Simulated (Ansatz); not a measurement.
Reactions of `CC1=CC1C`.

Computed with Ansatz on PBE0-D4/def2-TZVP structures; ΔE is electronic, products minus reactants. CCSD(T)/CBS adds triple-zeta CCSD(T) − MP2 to the extrapolated MP2 energy (def2 sets, frozen cores). This one scheme is used for every species, atoms too. DFT in def2-TZVPP. Open shells (•) are unrestricted, without spin–orbit coupling. Spin–orbit coupling would lower the free atoms: a little for C. For Ga outer-core shells are correlated without core-valence functions, so the limit isn't a true one: a few kJ/mol of doubt a bond, and 10 to 20 or more in all where bonds break to atoms. Scalar relativity is left out up to krypton. Each species was taken in one conformer, which may not be the lowest.

```
                                                              reaction  B2PLYP (kJ/mol)  CCSD(T)/CBS(def2) (kJ/mol)
                            `CC1=CC1C` → `CC1=CC1` + `[CH2]` (triplet)              433                         444
                                     `CC1=CC1C` + H₂ → `CC1=CC1` + CH₄              -66                         -60
                               `CC1=CC1C` + `OCS` → `CSCO` + `CC1=CC1`               -5                          -3
                                              `CC1=CC1C` → 5 C• + 8 H•             5304                        5336
                                   `CC1=CC1C` + H–F → `CC1C=C1F` + CH₄               59                          73
                                   `CC1=CC1C` + H–F → `CC1=CC1F` + CH₄               -5                          10
                                     `CC1=CC1C` + H₂ → `CC1C=C1` + CH₄              -49                         -46
                            `CC1=CC1C` → `CC1C=C1` + `[CH2]` (triplet)              451                         457
                             `CC1=CC1C` + `CSCN` → `CNCSC` + `CC1=CC1`               40                          42
`CC1=CC1C` + `[NH2][Ga]([SH])[Cl]` → `C[NH][Ga]([SH])[Cl]` + `CC1C=C1`               66                          64
```

Largest T1 diagnostic: 0.012, for `C[NH][Ga]([SH])[Cl]`.
